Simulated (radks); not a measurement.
Q: Species: a nucleus of charge 31.6 with 29 electrons. Configuration: [Ar] 3d10 4s1. Calculated with a radial shooting solver on a logarithmic mesh with Libxc functionals: Dirac Kohn-Sham, PBE, spin-unpolarised, spherical densities, point nucleus. Some entries of the table are withheld. Estimate them.

| orbital | occ. | eigenvalue (eV) | <1/r> (bohr^-1) |
|---|---|---|---|
| 1s1/2 | 2 | -10690.97 | (1) |
| 2s1/2 | 2 | -1354.991 | 7.044 |
| 2p1/2 | 2 | -1206.165 | 7.004 |
| 2p3/2 | 4 | -1176.028 | 6.818 |
| 3s1/2 | 2 | -188.3268 | 2.251 |
| 3p1/2 | 2 | -139.6296 | (2) |
| 3p3/2 | 4 | -135.6250 | (3) |
| 3d3/2 | 4 | (4) | (5) |
| 3d5/2 | 6 | (6) | (7) |
| 4s1/2 | 1 | (8) | (9) |

A: 
(1) 1s1/2 <1/r> (bohr^-1): 31.95
(2) 3p1/2 <1/r> (bohr^-1): 2.123
(3) 3p3/2 <1/r> (bohr^-1): 2.078
(4) 3d3/2 eigenvalue (eV): -53.4484
(5) 3d3/2 <1/r> (bohr^-1): 1.749
(6) 3d5/2 eigenvalue (eV): -52.9090
(7) 3d5/2 <1/r> (bohr^-1): 1.737
(8) 4s1/2 eigenvalue (eV): -34.4334
(9) 4s1/2 <1/r> (bohr^-1): 0.6793
